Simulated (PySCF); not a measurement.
Compound: C₄H₈BP.
SMILES with atom numbers: `[CH2:1]=[CH:2]/[CH:3]=[CH:4]/[BH:5][PH2:6]` (hydrogens: H7, H8 on C1; H9 on C2; H10 on C3; H11 on C4; H12 on B5; H13, H14 on P6)

A GFN2-xTB structure with every atom displaced at random (by about 0.01 Å) was refined with PySCF 2.14.0, PBE0-D3(BJ)/def2-SVP geometry optimisation, gas phase. Values at the start:

```json
{"coordinate": "C1=C2", "start": "1.342 Å"}
{"coordinate": "C1–H7", "start": "1.083 Å"}
{"coordinate": "C1–H8", "start": "1.049 Å"}
{"coordinate": "C2–C3", "start": "1.425 Å"}
{"coordinate": "C2–H9", "start": "1.078 Å"}
{"coordinate": "C3=C4", "start": "1.375 Å"}
{"coordinate": "C3–H10", "start": "1.104 Å"}
{"coordinate": "C4–B5", "start": "1.496 Å"}
{"coordinate": "C4–H11", "start": "1.103 Å"}
{"coordinate": "B5–P6", "start": "1.874 Å"}
{"coordinate": "B5–H12", "start": "1.171 Å"}
{"coordinate": "P6–H13", "start": "1.367 Å"}
{"coordinate": "C1–C2–C3", "start": "122.4°"}
{"coordinate": "C2–C3–C4", "start": "127.0°"}
{"coordinate": "C3–C4–B5", "start": "126.4°"}
{"coordinate": "C4–B5–P6", "start": "121.5°"}
{"coordinate": "C1–C2–C3–C4", "start": "178°"}
{"coordinate": "C3–C4–B5–P6", "start": "-17°"}
```

Question: How do these coordinates change at the PBE0-D3(BJ)/def2-SVP level?

Answer: 
```json
{"coordinate": "P6–H13", "PBE0-D3(BJ)/def2-SVP (Å or °)": "1.420", "change": "+0.053"}
{"coordinate": "C1–H8", "PBE0-D3(BJ)/def2-SVP (Å or °)": "1.094", "change": "+0.045"}
{"coordinate": "C4–B5", "PBE0-D3(BJ)/def2-SVP (Å or °)": "1.539", "change": "+0.043"}
{"coordinate": "B5–H12", "PBE0-D3(BJ)/def2-SVP (Å or °)": "1.211", "change": "+0.040"}
{"coordinate": "C2–C3", "PBE0-D3(BJ)/def2-SVP (Å or °)": "1.448", "change": "+0.023"}
{"coordinate": "B5–P6", "PBE0-D3(BJ)/def2-SVP (Å or °)": "1.896", "change": "+0.022"}
{"coordinate": "C3=C4", "PBE0-D3(BJ)/def2-SVP (Å or °)": "1.357", "change": "-0.018"}
{"coordinate": "C2–H9", "PBE0-D3(BJ)/def2-SVP (Å or °)": "1.096", "change": "+0.018"}
{"coordinate": "C1–H7", "PBE0-D3(BJ)/def2-SVP (Å or °)": "1.092", "change": "+0.009"}
{"coordinate": "C3–H10", "PBE0-D3(BJ)/def2-SVP (Å or °)": "1.099", "change": "-0.005"}
{"coordinate": "C4–H11", "PBE0-D3(BJ)/def2-SVP (Å or °)": "1.099", "change": "-0.004"}
{"coordinate": "C1=C2", "PBE0-D3(BJ)/def2-SVP (Å or °)": "1.343", "change": "+0.001"}
{"coordinate": "C4–B5–P6", "PBE0-D3(BJ)/def2-SVP (Å or °)": "124.3", "change": "+2.8"}
{"coordinate": "C3–C4–B5", "PBE0-D3(BJ)/def2-SVP (Å or °)": "124.4", "change": "-2.0"}
{"coordinate": "C2–C3–C4", "PBE0-D3(BJ)/def2-SVP (Å or °)": "125.1", "change": "-1.9"}
{"coordinate": "C1–C2–C3", "PBE0-D3(BJ)/def2-SVP (Å or °)": "123.4", "change": "+1.0"}
{"coordinate": "C3–C4–B5–P6", "PBE0-D3(BJ)/def2-SVP (Å or °)": "-9", "change": "+8"}
{"coordinate": "C1–C2–C3–C4", "PBE0-D3(BJ)/def2-SVP (Å or °)": "179", "change": "+1"}
```

The energy falls by 4.6 kcal/mol over 8 energy and gradient evaluations, the largest force component goes from 0.0437 to 1.8e-04 Eh/bohr, and the atoms move by 0.100 Å rms after alignment. The bond that changes most is P6–H13 (three-coordinate phosphorus to P–H hydrogen), which lengthens by 0.053 Å. Bonds longer at the end by more than 0.005 Å: 9 of 13; shorter: 2. Rotational constants go from 7540, 1138, 997.9 to 7485, 1101, 966.2 MHz.

The run used 128 basis functions and 57 SCF cycles in all. Time: 47 s; peak memory 0.49 GiB. Hardware: one thread of an Arm Neoverse V1, on a shared host.

Stationary, but not proved a minimum. One conformer, not necessarily the lowest.

Shape of the structure used: `[CH2:1]=[CH:2]/[CH:3]=[CH:4]/[BH:5][PH2:6]`: C1–C2–C3–C4 179°, C3–C4–B5–P6 -9°, H–P6–B5–C4 -145°, H–P6–B5–C4 -45°.
